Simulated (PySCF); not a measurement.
These compounds are isomers of formula C7H12N2Si.

A. `c1(C)ccccc1NN[SiH3]`
B. SMILES C=Cc1cnn([SiH](C)C)c1
C. `C[Si](C)(C)c1cccnn1`

Spectrum 1. 1H NMR (300 MHz, computed): δ 7.98 (m, 1H), 7.74 (m, 1H), 6.78 (m, 1H), 5.87 (m, 1H), 5.35 (m, 1H), 5.32 (sept, 1H), 0.49 (d, 6H). 13C{1H} NMR (computed): δ 149.1 (CH), 135.4 (CH), 135.0 (CH), 127.7 (C), 116.0 (CH2), -0.7 (CH3).

Spectrum 2. 1H NMR (300 MHz, computed): δ 9.48 (d, 1H), 7.57 (d, 1H), 7.34 (m, 1H), 0.41 (s, 9H). 13C{1H} NMR (computed): δ 173.3 (C), 154.4 (CH), 134.8 (CH), 127.8 (CH), -1.0 (CH3).

Spectrum 3. 1H NMR (300 MHz, computed): δ 7.48 (m, 1H), 7.38 (d, 1H), 6.99 (m, 1H), 6.91 (d, 1H), 4.62 (s, 3H), 4.43 (br s, 1H), 2.80 (br s, 1H), 2.21 (s, 3H). 13C{1H} NMR (computed): δ 152.1 (C), 136.0 (CH), 133.1 (CH), 124.0 (C), 123.6 (CH), 114.6 (CH), 19.5 (CH3).

Level of theory: σ from GIAO-PBE0/pcSseg-1, geometry: GFN2-xTB, in PySCF 2.14 (equivalent nuclei averaged, non-relativistic Hamiltonian, a single conformation, no solvent).

Chemical shifts δ = σref − σ; TMS for 1H and 13C, all at this level. Where no couplings were computed, multiplicities follow the n + 1 count of equivalent neighbours, and m marks all less simple cases (inequivalent or close neighbours, rings, F or P nearby). Shifts are as computed. Against solution values, carbons near 30 ppm lie about +3 ppm off and those near 130 ppm about +5 ppm. Of 1211 compounds with measured shifts, 218 miss one by over three times the rms of a fit or turn the order of signals round; such compounds aren't used in these exercises. OH and NH positions are gas-phase values without hydrogen bonding to other molecules.

**Question.** Match each spectrum to its structure.

**Answer.** 1–B, 2–C, 3–A.

- Spectrum 1 (B): 6 13C signals; δC 149.1 is an aromatic CH next to a ring nitrogen; δC 135.4 is an alkene CH.
- Spectrum 2 (C): 5 13C signals; δC 154.4 is an aromatic CH next to a ring nitrogen; δC 134.8 is an aromatic CH.
- Spectrum 3 (A): 7 13C signals; δC 152.1 is an aromatic carbon bearing nitrogen; δC 136.0 is an aromatic CH.
